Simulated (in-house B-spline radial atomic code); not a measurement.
Results of a calculation; reference values are marked as such.
**Two electrons in InAs: a parabolic dot with ħω = 31.6 meV in all three directions**

For InAs the NSM archive of the Ioffe Institute lists m* = 0.023 m0 and ε = 15.15. In so narrow a gap the band flattens within tens of meV, so real spacings are smaller, by up to some tenths.

Effective-mass model with parabolic bands, a uniform dielectric constant, no image charges, no central-cell or spin-orbit terms. Two-electron levels come from full CI in B-splines with partial waves to l = 5 (up to 0.001 effective hartree above the limit).

What are the effective units, and what is the potential in them?

Ha* = 27211.386 meV × 0.023/15.15² = 2.727 meV and a* = 0.0529177 nm × 15.15/0.023 = 34.86 nm. The frequency is ω = 11.6 Ha*. The one-electron levels are 3ω/2 = 17.4000 and 5ω/2 = 29.0000 Ha*.

In these units the lowest s and p orbitals lie at 17.4000 and 29.0000, and their Coulomb and exchange integrals are J_ss = 2.7175, J_sp = 2.2646 and K_sp = 0.4529. (For a parabolic well J_ss = √(2ω/π).) Full CI gives 37.4432 for the ground singlet, 48.1942 for the sp triplet, 49.0437 for the sp singlet and 59.7942 for the lowest triplet of two s orbitals.

What does it cost to add the second electron, to first order and exactly?

To first order E = 2ε_s + J_ss = 37.5175, so the charging energy E(2) − 2E(1) is J_ss = 7.41 meV. CI gives 37.4432 − 2 × (17.4000) = 2.6432, or 7.208 meV: relaxation and correlation lower it by 0.2025 meV, 2.7 % of J_ss. The s² configuration of one-electron orbitals holds 99.8 % of the state, and the mean radius is 11.8 nm.

How far above the singlet do the triplets lie?

To first order the sp triplet lies at ε_s + ε_p + J_sp − K_sp = 48.2117, which is 29.16 meV above 2ε_s + J_ss. CI gives 48.1942 − (37.4432) = 10.7509, or 29.32 meV, 93 % of the orbital spacing of 31.63 meV. The ss triplet lies 60.95 meV up, so the lower of the two is the sp one, and its gap equals k_BT at 340 K. The sp singlet-triplet splitting is 2.316 meV, against 2K_sp = 2.47 meV. The sp singlet lies ħω above the ground state (11.6004 against 11.6), as Kohn's theorem demands for a parabolic well.
